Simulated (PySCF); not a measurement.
**How the method moves the HOMO and LUMO of `C=C[CH2][Al]([F])[F]`**

Species: C3H5AlF2.
Atom-mapped SMILES: `[CH2:1]=[CH:2][CH2:3][Al:4]([F:5])[F:6]` (hydrogens: H7, H8 on C1; H9 on C2; H10, H11 on C3)

Geometry (PBE0-D3(BJ)/def2-SVP, Å), atoms numbered from 1 in this order:
```
atom  x, y, z in Å
C1    -1.6256    0.1511    0.6056
C2    -0.8790   -0.6354   -0.1732
C3     0.6068   -0.5327   -0.3688
Al4    1.4949    0.6992    0.8388
F5     2.8763    0.2649    1.6483
F6     0.9422    2.2387    1.1271
H7    -2.7058    0.0066    0.6909
H8    -1.1971    0.9887    1.1699
H9    -1.3828   -1.4363   -0.7313
H10    0.8327   -0.2463   -1.4142
H11    1.0790   -1.5243   -0.2486
```

Basis pcSseg-2 throughout (PySCF), one geometry. Geometry: PBE0-D3(BJ)/def2-SVP, one conformer, isolated molecule.

Problem. How do the orbital energies, the gap and the dipole change with the method?

Solution. 
```
   method                    kind  HOMO (eV)  LUMO (eV)  gap (eV)  μ (D)  SCF cycles
     BLYP                     GGA      -6.54      -1.38      5.16   2.49          15
    B97-D                     GGA      -6.61      -1.27      5.34   2.42          15
     OPBE                     GGA      -6.65      -1.16      5.48   2.40          16
      KT3                     GGA      -6.69      -1.43      5.26   2.46          16
      PBE                     GGA      -6.70      -1.43      5.27   2.50          15
      KT2                     GGA      -6.71      -1.57      5.14   2.55          16
     BP86                     GGA      -6.78      -1.47      5.32   2.49          16
      LDA                     LDA      -6.88      -1.71      5.17   2.61          15
    B97-2           global hybrid      -7.55      -0.52      7.03   2.49          14
    B3LYP           global hybrid      -7.60      -0.88      6.72   2.53          13
     PBE0           global hybrid      -7.82      -0.55      7.27   2.54          13
 mPW1PW91           global hybrid      -7.83      -0.54      7.29   2.53          13
BHandHLYP           global hybrid      -8.78       0.09      8.87   2.57          12
CAM-B3LYP  range-separated hybrid      -9.16       0.23      9.39   2.54          12
  wB97X-D  range-separated hybrid      -9.67       1.14     10.81   2.52          13
       HF            Hartree–Fock     -10.21       1.84     12.05   2.55          11
  LC-wPBE  range-separated hybrid     -10.56       1.44     12.00   2.48          14
```

The HOMO spans 4.02 eV, from BLYP down to LC-wPBE, and the gap runs from 5.14 eV (KT2) to 12.05 eV (HF). Over the methods BLYP (0 %), B97-D (0 %), OPBE (0 %), KT3 (0 %), PBE (0 %), KT2 (0 %), BP86 (0 %), LDA (0 %), B97-2 (21 %), B3LYP (20 %), PBE0 (25 %), mPW1PW91 (25 %), BHandHLYP (50 %), HF (100 %), a straight line through the gap against the share of exact exchange rises by 0.69 eV for each 10 % (correlation coefficient 0.997). The dipole ranges from 2.40 D (OPBE) to 2.61 D (LDA). This basis has no diffuse functions.
